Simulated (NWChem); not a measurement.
System: InI2F; SMILES [F][In]([I])[I]

The following NWChem deck was run.

```
start job
memory heap 200 mb stack 900 mb global 1100 mb
geometry units angstroms noautoz
  In     0.000000     0.000000     0.662159
  F      0.000000     0.000000     2.612724
  I     -2.355164     0.000000    -0.536004
  I      2.355164     0.000000    -0.536004
end
basis spherical
  * library def2-svp
end
ecp
  In library def2-ecp
  I library def2-ecp
end
dft
  xc xpbe96 cpbe96
  iterations 150
end
tddft
  nroots 8
  notriplet
end
task tddft energy
```

Parts of the log:

```
             Northwest Computational Chemistry Package (NWChem) 7.3.0
             --------------------------------------------------------

 C2V symmetry detected

                             Geometry "geometry" -> ""
                             -------------------------

 Output coordinates in angstroms (scale by  1.889725989 to convert to a.u.)

  No.       Tag          Charge          X              Y              Z
 ---- ---------------- ---------- -------------- -------------- --------------
    1 In                  49.0000     0.00000000     0.00000000     0.66737923
    2 F                    9.0000     0.00000000     0.00000000     2.61794423
    3 I                   53.0000    -2.35516400     0.00000000    -0.53078377
    4 I                   53.0000     2.35516400     0.00000000    -0.53078377

 Effective nuclear repulsion energy (a.u.)    1603.7659044706

      Symmetry information
      --------------------

 Group name             C2v
 Group number             16
 Group order               4
 No. of unique centers     3

 Summary of "ao basis" -> "ao basis" (spherical)
 ------------------------------------------------------------------------------
       Tag                 Description            Shells   Functions and Types
 ---------------- ------------------------------  ------  ---------------------
 In                         def2-svp                10       26   4s4p2d
 F                          def2-svp                 6       14   3s2p1d
 I                          def2-svp                10       26   4s4p2d

      Symmetry analysis of basis
      --------------------------

        a1         37
        a2         11
        b1         27
        b2         17

            General Information
            -------------------
          SCF calculation type: DFT
          Wavefunction type:  closed shell.
          No. of atoms     :     4
          No. of electrons :    80
           Alpha electrons :    40
            Beta electrons :    40
          Charge           :     0
          Spin multiplicity:     1
          Use of symmetry is: off; symmetry adaption is: on
          Maximum number of iterations: 150
          AO basis - number of functions:    92
                     number of shells:    36
          Convergence on energy requested:  1.00D-06
          Convergence on density requested:  1.00D-05
          Convergence on gradient requested:  5.00D-04

              XC Information
              --------------
          PerdewBurkeErnzerhof Exchange Functional  1.000
            Perdew 1991 LDA Correlation Functional  1.000 local
           PerdewBurkeErnz. Correlation Functional  1.000 non-local

             Grid Information
             ----------------
          Grid used for XC integration:  medium
          Radial quadrature: Mura-Knowles
          Angular quadrature: Lebedev.
          Tag              B.-S. Rad. Rad. Pts. Rad. Cut. Ang. Pts.
          ---              ---------- --------- --------- ---------
          In                  1.55      123          10.0       590
          F                   0.50       49          11.0       434
          I                   1.40      123          12.0       590
          Grid pruning is: on
          Number of quadrature shells:   418
          Spatial weights used:  Erf1

      Superposition of Atomic Density Guess
      -------------------------------------

 Sum of atomic energies:       -1011.59705302

      Non-variational initial energy
      ------------------------------

 Total energy =    -882.022774
 1-e energy   =   -2292.530200
 2-e energy   =    1018.181733
 HOMO         =      -0.351291
 LUMO         =      -0.093136

      Symmetry analysis of molecular orbitals - initial
      -------------------------------------------------

  Numbering of irreducible representations:

     1 a1          2 a2          3 b1          4 b2

  Orbital symmetries:

     1 a1          2 a1          3 b1          4 a1          5 b1
     6 a1          7 b2          8 a2          9 b1         10 a1
    11 b1         12 a1         13 b2         14 a1         15 b1
    16 a1         17 b2         18 a2         19 b1         20 a1
    21 b2         22 a2         23 b1         24 a1         25 a1
    26 b1         27 a1         28 b2         29 a2         30 a1
    31 b1         32 a1         33 b1         34 b2         35 a1
    36 b1         37 b2         38 a1         39 a2         40 b1
    41 a1         42 b2         43 a1         44 b1         45 a1
    46 b1         47 b2         48 a1         49 a2         50 b1

 !! scf_movecs_sym_adapt:   11 vectors were symmetry contaminated

  Symmetry fudging

   convergence    iter        energy       DeltaE   RMS-Dens  Diis-err
 ---------------- ----- ----------------- --------- --------- ---------
 d= 0,ls=0.0,diis     1   -885.1789028434 -1.28D+03  4.22D-02  8.62D-01

 !! scf_movecs_sym_adapt:   12 vectors were symmetry contaminated

  Symmetry fudging
 d= 0,ls=0.0,diis     2   -882.5379811127  2.64D+00  3.12D-02  2.52D+01

 !! scf_movecs_sym_adapt:   16 vectors were symmetry contaminated

  Symmetry fudging
 d= 0,ls=0.0,diis     3   -885.2471892391 -2.71D+00  1.20D-02  3.21D-01

 !! scf_movecs_sym_adapt:   16 vectors were symmetry contaminated

  Symmetry fudging
 d= 0,ls=0.0,diis     4   -885.2782625785 -3.11D-02  4.70D-03  2.09D-01

 !! scf_movecs_sym_adapt:   14 vectors were symmetry contaminated

  Symmetry fudging

 !! scf_movecs_sym_adapt:    2 vectors were symmetry contaminated

 d= 0,ls=0.0,diis     5   -885.3116603866 -3.34D-02  6.68D-04  1.89D-03

 !! scf_movecs_sym_adapt:   14 vectors were symmetry contaminated

  Symmetry fudging

 !! scf_movecs_sym_adapt:    2 vectors were symmetry contaminated

  Resetting Diis
 d= 0,ls=0.0,diis     6   -885.3119540996 -2.94D-04  1.55D-04  2.13D-04

 !! scf_movecs_sym_adapt:   14 vectors were symmetry contaminated

  Symmetry fudging

 !! scf_movecs_sym_adapt:    2 vectors were symmetry contaminated

 d= 0,ls=0.0,diis     7   -885.3119913808 -3.73D-05  1.27D-04  1.38D-05

 !! scf_movecs_sym_adapt:   14 vectors were symmetry contaminated

  Symmetry fudging

 !! scf_movecs_sym_adapt:    2 vectors were symmetry contaminated

 d= 0,ls=0.0,diis     8   -885.3119820894  9.29D-06  7.88D-05  9.97D-05

 !! scf_movecs_sym_adapt:   14 vectors were symmetry contaminated

  Symmetry fudging

 !! scf_movecs_sym_adapt:    2 vectors were symmetry contaminated

 d= 0,ls=0.0,diis     9   -885.3119934718 -1.14D-05  1.56D-05  1.46D-06

 !! scf_movecs_sym_adapt:   14 vectors were symmetry contaminated

  Symmetry fudging

 !! scf_movecs_sym_adapt:    2 vectors were symmetry contaminated

 d= 0,ls=0.0,diis    10   -885.3119936977 -2.26D-07  5.03D-06  2.33D-07

         Total DFT energy =     -885.311993697719
      One electron energy =    -2293.115562479897
           Coulomb energy =     1087.065625161396
    Exchange-Corr. energy =      -71.587749477484
 Nuclear repulsion energy =      392.325693098267

 Numeric. integr. density =       80.000006325971

                  Occupations of the irreducible representations
                  ----------------------------------------------

                     irrep           alpha         beta
                     --------     --------     --------
                     a1               16.0         16.0
                     a2                5.0          5.0
                     b1               12.0         12.0
                     b2                7.0          7.0

                       DFT Final Molecular Orbital Analysis
                       ------------------------------------

[...]

                                NWChem TDDFT Module
                                -------------------

            General Information
            -------------------
           No. of orbitals :     184
            Alpha orbitals :      92
             Beta orbitals :      92
        Alpha frozen cores :       0
         Beta frozen cores :       0
     Alpha frozen virtuals :       0
      Beta frozen virtuals :       0
         Spin multiplicity :       1
    Number of AO functions :      92
        Use of symmetry is : off
      Symmetry adaption is : on
         Schwarz screening :  0.10D-07

              XC Information
              --------------
   PerdewBurkeErnzerhof Exchange Functional   1.00
     Perdew 1991 LDA Correlation Functional   1.00 local
    PerdewBurkeErnz. Correlation Functional   1.00 non-local

             TDDFT Information
             -----------------
          Calculation type : TDDFT
         Wavefunction type : Restricted singlets
          No. of electrons :      80
           Alpha electrons :      40
            Beta electrons :      40
              No. of roots :       8
          Max subspacesize :    5600
            Max iterations :     100
               Target root :       1
           Target symmetry : none
      Symmetry restriction : off
                 Algorithm : Optimal
        Davidson threshold :  0.10D-03

    8 smallest eigenvalue differences (eV)
--------------------------------------------------------
  No. Spin  Occ  Vir  Irrep   E(Occ)    E(Vir)   E(Diff)
--------------------------------------------------------
    1    1   40   41 b1       -0.253    -0.142     3.021
    2    1   39   41 a2       -0.258    -0.142     3.150
    3    1   38   41 a1       -0.260    -0.142     3.200
    4    1   37   41 b2       -0.267    -0.142     3.400
    5    1   36   41 b1       -0.293    -0.142     4.100
    6    1   40   42 a2       -0.253    -0.091     4.405
    7    1   39   42 b1       -0.258    -0.091     4.534
    8    1   38   42 b2       -0.260    -0.091     4.585
--------------------------------------------------------

  Entering Davidson iterations
  Restricted singlet excited states

  Iter   NTrls   NConv    DeltaV     DeltaE      Time
  ----  ------  ------  ---------  ---------  ---------
    1      8       0     0.20E+00   0.10+100        4.9
    2     16       0     0.77E-01   0.36E-01        4.6
    3     32       0     0.44E-01   0.38E-02        6.6
    4     48       0     0.82E-02   0.35E-03        7.0
    5     64       1     0.15E-02   0.21E-04        8.4
    6     78       5     0.49E-03   0.10E-05        8.3
    7     84       7     0.18E-03   0.62E-07        5.9
    8     86       8     0.90E-04   0.66E-08        4.6
  ----  ------  ------  ---------  ---------  ---------
  Convergence criterion met

  Ground state a1       -885.311993697719 a.u.

  ----------------------------------------------------------------------------
  Root   1 singlet b1             0.117589992 a.u.                3.1998 eV
  ----------------------------------------------------------------------------
     Transition Moments    X -0.29772   Y -0.00000   Z -0.00000
     Dipole Oscillator Strength                    0.0069486984
     Electric Quadrupole                           0.0000000039
     Magnetic Dipole                               0.0000001688
     Total Oscillator Strength                     0.0069488712

     Occ.   36  b1  ---  Virt.   41  a1   0.06876 X
     Occ.   40  b1  ---  Virt.   41  a1  -0.99658 X
  ----------------------------------------------------------------------------
  Root   2 singlet a2             0.121326870 a.u.                3.3015 eV
  ----------------------------------------------------------------------------
     Transition Moments    X -0.00000   Y -0.00000   Z  0.00000
     Dipole Oscillator Strength                    0.0000000000
     Electric Quadrupole                           0.0000000198
     Magnetic Dipole                               0.0000000347
     Total Oscillator Strength                     0.0000000545

     Occ.   39  a2  ---  Virt.   41  a1  -0.99992 X
  ----------------------------------------------------------------------------
  Root   3 singlet a1             0.124652578 a.u.                3.3920 eV
  ----------------------------------------------------------------------------
     Transition Moments    X -0.00000   Y  0.00000   Z  0.35382
     Dipole Oscillator Strength                    0.0104034784
     Electric Quadrupole                           0.0000000000
     Magnetic Dipole                               0.0000000000
     Total Oscillator Strength                     0.0104034784

     Occ.   33  a1  ---  Virt.   41  a1  -0.07052 X
     Occ.   38  a1  ---  Virt.   41  a1  -0.99613 X
  ----------------------------------------------------------------------------
  Root   4 singlet b2             0.130935863 a.u.                3.5629 eV
  ----------------------------------------------------------------------------
     Transition Moments    X  0.00000   Y -0.30736   Z  0.00000
     Dipole Oscillator Strength                    0.0082463985
     Electric Quadrupole                           0.0000000006
     Magnetic Dipole                               0.0000000096
     Total Oscillator Strength                     0.0082464086

     Occ.   37  b2  ---  Virt.   41  a1   0.99922 X
  ----------------------------------------------------------------------------
  Root   5 singlet b1             0.162691175 a.u.                4.4271 eV
  ----------------------------------------------------------------------------
     Transition Moments    X  0.59077   Y  0.00000   Z -0.00000
     Dipole Oscillator Strength                    0.0378537427
     Electric Quadrupole                           0.0000000081
     Magnetic Dipole                               0.0000000100
     Total Oscillator Strength                     0.0378537608

     Occ.   34  b1  ---  Virt.   41  a1   0.21756 X
     Occ.   36  b1  ---  Virt.   41  a1   0.82069 X
     Occ.   39  a2  ---  Virt.   42  b2   0.52635 X
  ----------------------------------------------------------------------------
  Root   6 singlet a2             0.163137318 a.u.                4.4392 eV
  ----------------------------------------------------------------------------
     Transition Moments    X  0.00000   Y  0.00000   Z -0.00000
     Dipole Oscillator Strength                    0.0000000000
     Electric Quadrupole                           0.0000000018
     Magnetic Dipole                               0.0000001401
     Total Oscillator Strength                     0.0000001419

     Occ.   40  b1  ---  Virt.   42  b2   0.99991 X
  ----------------------------------------------------------------------------
  Root   7 singlet b2             0.169627019 a.u.                4.6158 eV
  ----------------------------------------------------------------------------
     Transition Moments    X -0.00000   Y -0.08131   Z -0.00000
     Dipole Oscillator Strength                    0.0007476600
     Electric Quadrupole                           0.0000000003
     Magnetic Dipole                               0.0000001441
     Total Oscillator Strength                     0.0007478043

     Occ.   38  a1  ---  Virt.   42  b2   0.99975 X
  ----------------------------------------------------------------------------
  Root   8 singlet b2             0.176714174 a.u.                4.8086 eV
  ----------------------------------------------------------------------------
     Transition Moments    X -0.00000   Y  0.26720   Z -0.00001
     Dipole Oscillator Strength                    0.0084111807
     Electric Quadrupole                           0.0000000179
     Magnetic Dipole                               0.0000000099
     Total Oscillator Strength                     0.0084112085

     Occ.   35  b2  ---  Virt.   41  a1   0.99840 X

              Target root =      1
          Target symmetry = none
      Ground state energy =   -885.311993697719
        Excitation energy =      0.117589991865
     Excited state energy =   -885.194403705854

  stored tddft:energy   -885.19440370585357
```

Level: PBE/def2-SVP with def2 effective core potentials on In, I, full TDDFT. All runs use the structure optimised with PBE0/def2-SVP. def2 effective core potentials on In, I; no spin-orbit coupling.
